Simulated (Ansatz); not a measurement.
This geometry of BF2H + ClH (6 atoms, charge 0, multiplicity 1) is a first-order saddle point.

These are results of RKS r2SCAN/6-31G* in Ansatz, not measurements.

```xyz
6
Properties=species:S:1:pos:R:3
B 0.016 -0.198 0.016
F -0.014 0.102 1.549
H 1.051 0.118 -0.472
F -1.159 0.100 -0.513
Cl 0.102 -2.188 0.531
H 0.028 -1.049 1.636
```

Task: Which two structures does it join? (They come from a converged band through this point; their orientation in space is the band's.)

Result: Bonds broken: B1–F2, Cl5–H6. Bonds formed: B1–Cl5, F2–H6. BF2H + ClH becomes BClFH + FH.

First end point:

```xyz
6
Properties=species:S:1:pos:R:3
B -0.018 0.363 -0.093
F -0.049 0.412 1.236
H 1.021 0.330 -0.675
F -1.168 0.381 -0.735
Cl 0.150 -2.797 1.098
H 0.089 -1.804 1.915
```

Last end point:

```xyz
6
Properties=species:S:1:pos:R:3
B 0.036 -0.453 -0.286
F 0.024 0.112 1.844
H 1.040 0.138 -0.521
F -1.152 0.060 -0.540
Cl 0.118 -2.210 0.059
H -0.043 -0.761 2.190
```

Task: How far does it lie above each of them?

Result: 25.6 kcal/mol above the first and 9.0 kcal/mol above the second. This is the barrier of this one path; another mechanism may lie lower. The orbitals stay closed-shell, which can raise the energy where a bond breaks towards radicals; this wasn't checked here.

Run time: 4.5 min on 1 thread of Arm Neoverse V1, on a shared host, peak memory 0.12 GiB.
